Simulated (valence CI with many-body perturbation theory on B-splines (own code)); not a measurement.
**Lu50+ in brief**

Method: configuration interaction combined with many-body perturbation theory (CI+MBPT): three valence electrons over a frozen Dirac-Fock core [Ar], radial functions for each j: 7 s, 7 p, 8 d, 6 f, 4 g, 1 h, with the one-electron correlation potential Σ1, the two-electron term Σ2, the three-electron term Σ3, Breit, model QED; selected CI, second order for the rest, scaled by the run's own slope (own B-spline code, finite nucleus).

No measured spectrum was set against this ion. As an estimate, large intervals hold to a few tenths of a per cent, small ones and those within an open d or f shell to about a per cent. Only levels of the ground parity were solved; by the run's estimate the other parity begins above the list, which can be wrong where configurations are misplaced.

Levels are named by their leading jj configuration (3d3/2^4 stands for four electrons in 3d with j = 3/2), which in mixed levels can hold well under half, so a name can repeat and another be missing.

Rates and lifetimes use the calculated energies. Strong lines usually hold to 10 to 20 %, long lifetimes can be off by a factor of two.

Task: What is the ground level?

Result: (3d3/2^3) J=3/2, composition 46 % 3d³ ⁴F + 39 % 3d³ ²D + 11 % 3d³ ²P, g = 0.710.

Task: How well does LS coupling describe the low levels?

Result: Among the lowest 19 levels the leading LS term, summed over configurations, holds 56 % on average. For single configurations the figures are 56 % in LS and 98 % in jj coupling. Terms mix most in the J = 3/2 level at 58.94 eV, where the leading one holds 38 %.

Task: What is the ionisation energy?

Result: 4533 eV; NIST lists 4532 ± 4 eV (theoretical).
